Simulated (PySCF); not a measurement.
Ca⁺ (calcium, charge +1) across methods

[Ar] 4p1, 2P determinant (an excited configuration). Computed with PySCF 2.14 in x2c-QZVPPall with one added diffuse shell each of s, p, d, f type (12s8p5d4f, 89 functions), with the spin-free X2C one-electron Hamiltonian (Gaussian nucleus).

```csv
method,E (hartree),mean ε 3p α (eV),mean ε 3p β (eV),mean ε 4p α (eV),Σ⟨r²⟩ (bohr²),⟨S²⟩
r2SCAN,-680.098,-36.840,-36.791,-6.992,36.68,0.750
wB97X,-680.137,-41.050,-41.006,-8.631,37.38,0.750
M06-2X,-680.148,-40.505,-40.457,-7.837,36.39,0.750
BLYP,-680.154,-35.881,-35.826,-6.871,36.19,0.750
PW91,-680.141,-36.160,-36.081,-7.045,36.33,0.750
PBE,-679.918,-36.083,-36.006,-7.024,36.36,0.750
PBE0,-679.959,-38.454,-38.363,-7.473,36.71,0.750
UHF,-679.33978,-44.396,-44.259,-8.431,38.69,0.750
```

(1) Estimate the same row for LDA.

Answers

(1) E (hartree) = -678.262; mean ε 3p α (eV) = -36.129; mean ε 3p β (eV) = -36.050; mean ε 4p α (eV) = -6.958; Σ⟨r²⟩ (bohr²) = 36.20; ⟨S²⟩ = 0.750.
